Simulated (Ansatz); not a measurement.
`C[SiH](F)S` + CH₃OH → `CO[SiH](F)S` + CH₄ at 500 K and 1 bar (ligand exchange at the Si–C bond).

Gas-phase electronic energies from Ansatz, PBE0-D4/def2-TZVP geometries. CCSD(T)/CBS is the MP2 limit (def2-TZVPP, def2-QZVPP) plus CCSD(T) − MP2 in def2-TZVPP, frozen cores. This one scheme is used for every species. Each species was taken in one conformer, which may not be the lowest.

```csv
species,CCSD(T)/CBS energy (Eh),H − E (kJ/mol),S (J/(mol·K))
`C[SiH](F)S`,-827.81979,195.3,387.8
CH₃OH,-115.61712,157.0,265.4
`CO[SiH](F)S`,-903.01589,216.7,431.2
CH₄,-40.46206,135.6,206.8
```

H − E and S are ideal-gas, rigid-rotor, harmonic terms from PBE0-D4/def2-TZVP, for one conformer and one mirror image of each species. 1 Eh = 2625.50 kJ/mol, R = 8.31446 J/(mol·K).

By hand: ΔE, ΔH, ΔS and ΔG.

ΔE = (-903.01589) + (-40.46206) − (-827.81979) − (-115.61712) = -0.04104 Eh = -107.8 kJ/mol. Δ(H − E) = 216.7 + 135.6 − 195.3 − 157.0 = 0.0, so ΔH = -107.8 kJ/mol. ΔS = 431.2 + 206.8 − 387.8 − 265.4 = -15.2 J/(mol·K). ΔG = -107.8 − 500 × (-15.2)/1000 = -100.2 kJ/mol.

By hand: the equilibrium constant, and the temperature at which ΔG would vanish if ΔH and ΔS stayed fixed.

log₁₀ K = −ΔG/(RT ln 10) = 10.5. ΔG = 0 at ΔH/ΔS = 7092 K, far beyond where these terms or the molecules hold.

ΔH outweighs TΔS. A doubt of 5 kJ/mol in ΔE shifts log₁₀ K by 0.5 here. Other conformers and mirror images would add mixing entropy, several J/(mol·K) or more a flexible species. These are equilibria of isolated gas molecules and say nothing of rates. Largest T1 diagnostic: 0.012 (customary marks: 0.02 for closed shells, 0.045 for open ones).
